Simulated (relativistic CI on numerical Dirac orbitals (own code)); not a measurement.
**Zr38+: computed level list**

Calculated at this level of theory: Dirac-Coulomb-Breit CI, KLI orbitals optimised for each configuration, model QED (radiative potential, 1s self-energy scaled to tabulated hydrogen-like ionisation energies), unscaled Slater integrals (own radial code, finite nucleus).

Configurations in the expansion: 1s², 1s2s, 1s2p, 1s3s, 1s3p, 1s3d, 1s4s, 1s4p, 1s4d, 1s4f, 1s5s, 1s5p, 1s5d, 1s5f, 1s5g, 1s6s, 1s6p, 1s6d. Levels of other configurations are missing.

```
No.  Configuration  Term  J  E (10³ cm⁻¹)    %  Next component (%)  jj configuration (%)
  1            1s²    ¹S  0             0  100                              closed (100)
  2           1s2s    ³S  1        130126  100                               1s 2s (100)
  3           1s2p   ³P°  0        130542  100                            1s 2p1/2 (100)
  4           1s2p   ³P°  1        130559   77              23 ¹P°         1s 2p1/2 (99)
  5           1s2s    ¹S  0        130567  100                               1s 2s (100)
  6           1s2p   ³P°  2        131394  100                            1s 2p3/2 (100)
  7           1s2p   ¹P°  1        131605   77              23 ³P°         1s 2p3/2 (99)
  8           1s3s    ³S  1        154431  100                               1s 3s (100)
  9           1s3p   ³P°  0        154545  100                            1s 3p1/2 (100)
 10           1s3s    ¹S  0        154549  100                               1s 3s (100)
 11           1s3p   ³P°  1        154550   76              24 ¹P°         1s 3p1/2 (99)
 12           1s3p   ³P°  2        154798  100                            1s 3p3/2 (100)
 13           1s3d    ³D  2        154851   61               39 ¹D        1s 3d3/2 (100)
 14           1s3d    ³D  1        154855  100                            1s 3d3/2 (100)
 15           1s3p   ¹P°  1        154857   76              24 ³P°         1s 3p3/2 (99)
 16           1s3d    ³D  3        154935  100                            1s 3d5/2 (100)
 17           1s3d    ¹D  2        154940   61               39 ³D        1s 3d5/2 (100)
 18           1s4s    ³S  1        162851  100                               1s 4s (100)
 19           1s4p   ³P°  0        162897  100                            1s 4p1/2 (100)
 20           1s4s    ¹S  0        162899  100                               1s 4s (100)
 21           1s4p   ³P°  1        162899   76              24 ¹P°         1s 4p1/2 (99)
 22           1s4p   ³P°  2        163004  100                            1s 4p3/2 (100)
 23           1s4d    ³D  2        163026   62               38 ¹D        1s 4d3/2 (100)
 24           1s4d    ³D  1        163027  100                            1s 4d3/2 (100)
 25           1s4p   ¹P°  1        163028   76              24 ³P°         1s 4p3/2 (99)
 26           1s4d    ³D  3        163061  100                            1s 4d5/2 (100)
 27           1s4f   ³F°  3        163063   57              43 ¹F°        1s 4f5/2 (100)
 28           1s4f   ³F°  2        163064  100                            1s 4f5/2 (100)
 29           1s4d    ¹D  2        163064   62               38 ³D        1s 4d5/2 (100)
 30           1s4f   ³F°  4        163080  100                            1s 4f7/2 (100)
 31           1s4f   ¹F°  3        163081   57              43 ³F°        1s 4f7/2 (100)
 32           1s5s    ³S  1        166721  100                               1s 5s (100)
 33           1s5p   ³P°  0        166745  100                            1s 5p1/2 (100)
 34           1s5s    ¹S  0        166746  100                               1s 5s (100)
 35           1s5p   ³P°  1        166746   76              24 ¹P°         1s 5p1/2 (99)
 36           1s5p   ³P°  2        166799  100                            1s 5p3/2 (100)
 37           1s5d    ³D  2        166810   62               38 ¹D        1s 5d3/2 (100)
 38           1s5d    ³D  1        166811  100                            1s 5d3/2 (100)
 39           1s5p   ¹P°  1        166812   76              24 ³P°         1s 5p3/2 (99)
 40           1s5d    ³D  3        166829  100                            1s 5d5/2 (100)
 41           1s5f   ³F°  3        166829   57              43 ¹F°        1s 5f5/2 (100)
 42           1s5f   ³F°  2        166830  100                            1s 5f5/2 (100)
 43           1s5d    ¹D  2        166830   62               38 ³D        1s 5d5/2 (100)
 44           1s5f   ³F°  4        166838  100                            1s 5f7/2 (100)
 45           1s5g    ³G  4        166838   55               45 ¹G        1s 5g7/2 (100)
 46           1s5g    ³G  3        166839  100                            1s 5g7/2 (100)
 47           1s5f   ¹F°  3        166839   57              43 ³F°        1s 5f7/2 (100)
 48           1s5g    ³G  5        166844  100                            1s 5g9/2 (100)
 49           1s5g    ¹G  4        166844   55               45 ³G        1s 5g9/2 (100)
 50           1s6s    ³S  1        168814  100                               1s 6s (100)
 51           1s6p   ³P°  0        168827  100                            1s 6p1/2 (100)
 52           1s6s    ¹S  0        168828  100                               1s 6s (100)
 53           1s6p   ³P°  1        168828   76              24 ¹P°         1s 6p1/2 (99)
 54           1s6p   ³P°  2        168859  100                            1s 6p3/2 (100)
 55           1s6d    ³D  2        168865   62               38 ¹D        1s 6d3/2 (100)
 56           1s6d    ³D  1        168866  100                            1s 6d3/2 (100)
 57           1s6p   ¹P°  1        168866   76              24 ³P°         1s 6p3/2 (99)
 58           1s6d    ³D  3        168876  100                            1s 6d5/2 (100)
 59           1s6d    ¹D  2        168877   62               38 ³D        1s 6d5/2 (100)
```

Energies count from the lowest computed level; ° marks odd parity. Filled j subshells are mostly left out of the jj labels.

The mean weight of the leading LS term, summed over parents, in these 59 levels is 86 %, and that of the leading jj configuration (from the same eigenvectors) 100 %, so jj coupling describes them better and the LS labels are nominal.

At this charge energies of transitions that change n are usually good to better than 1 %, and those within a shell (Δn = 0) to a few per cent.

LS names give the leading component of a level, which can be under half, so a name can repeat, a term be missing and a line seem to break the LS rules.
